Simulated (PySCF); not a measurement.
Species: C5H7O2 (doublet state).
Atom-mapped SMILES: `[CH2:1][C:2](=[O:3])[CH2:4][C:5]([CH3:6])=[O:7]` (hydrogens: H8, H9 on C1; H10, H11 on C4; H12, H13, H14 on C6)

Cartesian coordinates in Å at the PBE0-D3(BJ)/def2-SVP level; atoms count from 1:
```xyz
14
C5H7O2 angstrom
C      2.1359   -0.9324   -0.4332
C      1.0719   -0.5212    0.4409
O      0.6705   -1.2470    1.3465
C      0.4002    0.8190    0.1659
C     -0.7649    0.5789   -0.7904
C     -2.0349    0.0910   -0.1524
O     -0.6336    0.7389   -1.9785
H      2.6152   -1.8965   -0.2468
H      2.4488   -0.3250   -1.2853
H      1.0918    1.5261   -0.3104
H      0.0414    1.2130    1.1270
H     -1.8125   -0.7025    0.5783
H     -2.7342   -0.2626   -0.9202
H     -2.4971    0.9196    0.4093
```

The hyperfine couplings belong to this conformer and change with its torsions.

Method: UKS B3LYP, IGLO-III on C O, pcH-1 on H, non-relativistic, mean-field spin-orbit, GIAO (PySCF 2.14.0). Isolated species at its PBE0-D3(BJ)/def2-SVP geometry (one conformer only). The SCF solution wasn't tested for stability.

(1) What is the g tensor, term by term?

(2) At 9.789 GHz, how far is the centre of the isotropic spectrum from where a free electron (g = 2.002319) resonates?

(3) What are the electron Larmor frequencies g μB B/h along the three axes at 3350 mT?

(4) In a frozen sample, at which fields do the three g values resonate at 9.5, 34, 94 and 263 GHz (hyperfine left aside), and which band first spreads them over more than twice a line width of 0.3 mT?

Results:

(1) 
| Δg (ppt) | 1 | 2 | 3 |
| --- | --- | --- | --- |
| relativistic mass correction | -0.18 | -0.18 | -0.18 |
| gauge correction | 0.00 | 0.04 | 0.04 |
| orbital Zeeman/spin–orbit | -0.01 | 1.94 | 5.85 |
| total | -0.19 | 1.79 | 5.71 |

So g = 2.00213, 2.00411, 2.00803 and g_iso = 2.00476; the tensor is rhombic: the two nearest values differ by 34 % of g3 − g1. Axes: g3 points within 10° of the C1–H9 bond.

(2) B = hν/(g μB) with μB/h = 13.99624 MHz/mT gives 349.30 mT for the free electron and 348.87 mT at g_iso, 0.42 mT lower.

(3) 93.8746, 93.9677, 94.1513 GHz for g1, g2 and g3, a range of 276.8 MHz.

(4) 
```csv
band,GHz,B(g3) mT,B(g2) mT,B(g1) mT,spread mT
X,9.5,338.02,338.68,339.02,1.00
Q,34.0,1209.75,1212.12,1213.32,3.57
W,94.0,3344.62,3351.15,3354.48,9.86
J,263.0,9357.81,9376.10,9385.40,27.59
```

The spread grows in proportion to the frequency. X band is the first where it exceeds 0.6 mT.

Largest spin populations (Mulliken): C1 (+0.89), O3 (+0.30) and C2 (-0.12). The positive populations add up to 1.20 and the negative ones to -0.20, together 2S = 1. The angles at C1 add up to 360.0°, so it is planar; its axial dipolar tensor and the negative couplings of its protons fit spin in a p orbital normal to that plane.

The HOMO–LUMO gaps are 5.91 eV among the α and 3.16 eV among the β orbitals.
